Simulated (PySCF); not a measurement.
Input file for PySCF: R-HF/3-21G on CH5NOSe (SMILES CO[Se]N), a point of a torsion scan.

```python
from pyscf import gto, scf, dft, mp
from pyscf.data.elements import chemcore

mol = gto.M(
    atom='''
    C    -1.50404640   -0.02317972    0.34478024
    O    -0.83608513    0.68544436   -0.66670696
    Se   -0.05343706    2.30032122   -0.24767648
    N     1.65294889    1.82751424    0.13690603
    H    -2.33259907    0.55047305    0.76824117
    H    -0.82901279   -0.32110996    1.15424334
    H    -1.89963219   -0.92107607   -0.13295614
    H     1.75750584    1.27135566    0.97821670
    H     2.13153099    1.38304463   -0.63796512
    ''',
    basis='3-21g',
    charge=0, spin=0, verbose=3, max_memory=1800)
mf = scf.RHF(mol)
mf.conv_tol = 1e-8
mf.max_cycle = 100
mf.kernel()
if not mf.converged:
    mf = mf.newton().run(mf.mo_coeff, mf.mo_occ)
```

It printed:

```
converged SCF energy = -2557.58949623191
```

The calculation finished and met its thresholds.

Cost: roughly 0.6 core-seconds.
